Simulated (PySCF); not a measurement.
# Löwdin shares of the frontier orbitals

Species: C4H11PSSi.
Z-matrix (Å and degrees, GFN2-xTB geometry), rows numbered from 1:
```
C 
S   1  1.8186
Si  2  2.1564  1  100.67
P   3  2.2509  2  109.37  1   -35.03
C   3  1.8810  2  109.44  1  -153.48
C   5  1.5044  3  119.72  2   -73.83
C   6  1.4882  5   60.32  3   110.40
H   1  1.0880  2  109.50  3    49.41
H   1  1.0847  2  106.85  3   168.53
H   1  1.0858  2  109.69  3   -72.20
H   3  1.4738  2  106.43  1    87.02
H   4  1.3801  3   93.13  2  -178.05
H   4  1.3821  3   94.68  2    89.21
H   5  1.0842  3  114.78  2   142.20
H   6  1.0789  5  117.98  7  -108.02
H   6  1.0801  5  118.09  7   108.84
H   7  1.0793  5  117.73  6   108.20
H   7  1.0797  5  117.99  6  -108.94
```

Computed with PySCF 2.14.0, density-fitted response routines, TDDFT PBE0/def2-SVPD, vertical, gas phase, core orbitals frozen in the response.

Frontier orbitals with the atoms that hold most of them (Löwdin shares over 4%, at most four atoms; ? is withheld):

```
orbital  ε (eV)                             atoms
 HOMO-3   -8.40   C6 22%, C5 20%, C7 14%, Si3 11%
 HOMO-2   -8.23    S2 37%, Si3 13%, C7 10%, C5 9%
 HOMO-1   -7.56    P4 55%, Si3 13%, S2 7%, H12 6%
   HOMO   -6.69                                 ?
   LUMO       ?                                 ?
 LUMO+1    0.31    Si3 20%, S2 19%, P4 15%, C5 6%
 LUMO+2    0.36  P4 27%, Si3 18%, H13 16%, S2 13%
```

(1) Give the leading atoms of the LUMO.

(2) Which atoms hold the HOMO, and with what shares?

(3) What is the LUMO energy, and the HOMO–LUMO gap?

Answers

(1) S2 (bonded to C and Si) 29%; Si3 (bonded to C, P, S and H) 16%; P4 (bonded to Si and 2 H) 14%; C1 (bonded to S and 3 H) 12%.

(2) S2 (bonded to C and Si) 65%; C1 (bonded to S and 3 H) 10%; Si3 (bonded to C, P, S and H) 9%; P4 (bonded to Si and 2 H) 6%.

(3) ε(LUMO) = -0.10 eV; the gap is 6.58 eV (0.2419 hartree).

Q: How does S1 compare with the orbital gap of 6.58 eV?

A: S1 is at 5.17 eV (f = 0.0072), 1.41 eV below the gap, made of HOMO→LUMO (95%). 

Q: Give energy, strength and leading configuration of S1 and S2, and follow the Löwdin shares of the leading atoms from the occupied to the empty orbital.

A: 
- S1 (5.17 eV, f 0.0072), HOMO→LUMO (95%): S2 65% → 29%, C1 10% → 12%, Si3 9% → 16%
- S2 (5.75 eV, f 0.0063), HOMO→LUMO+1 (91%): S2 65% → 19%, C1 10% → at most 7%, Si3 9% → 20%

One conformer stands for the species.
